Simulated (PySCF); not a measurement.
A structure optimised at PBE0-D3(BJ)/def2-SVP, used in a PySCF frequency run:

```
N
H 1 1.0150
B 1 1.3921 2 118.15
F 3 1.3383 1 119.20 2 0.00
C 1 1.4392 2 115.43 3 180.00
H 5 1.0987 1 109.40 2 180.00
H 5 1.1034 6 107.63 1 122.08
H 5 1.1034 6 107.63 7 115.83
H 3 1.2094 4 119.34 1 180.00
```

Q: Write its SMILES, formula and point group.

A: CNBF, CH5BFN, Cs

Q: What are its rotational constants (standard atomic weights)?

A: 41.559, 3.8521, 3.6059 GHz
